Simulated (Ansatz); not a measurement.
CHF (SMILES [CH]F), charge 0, multiplicity 1, relaxed at each level with Ansatz (a program for electronic structure); harmonic frequencies from differences of analytic forces, average atomic masses, frozen cores.

| level | harmonic frequencies (cm⁻¹) | ZPE (eV) | cost over PBE/def2-TZVPP (rough) |
|---|---|---|---|
| PBE/def2-TZVPP | 1165 1396 2639 | 0.322 | ×1 |
| B3LYP/def2-TZVPP | 1205 1441 2766 | 0.335 | ×0.9 |
| PBE0/def2-TZVPP | 1249 1443 2774 | 0.339 | ×1 |
| wB97X-V/def2-TZVPP | 1243 1446 2816 | 0.341 | ×2 |
| MP2/cc-pVTZ | 1253 1464 2869 | 0.346 | ×1 |
| CCSD(T)/cc-pVTZ | 1230 1439 2776 | 0.338 | ×8 |

Measured: fundamentals as far as tabulated 2643, 1403, 1189 cm⁻¹ [NIST CCCBDB]. Measured modes stand in the spectroscopists' order.

Doubts at one or more of the structures used: a restricted determinant that unrestricted orbitals would lower (MP2/cc-pVTZ, CCSD(T)/cc-pVTZ).
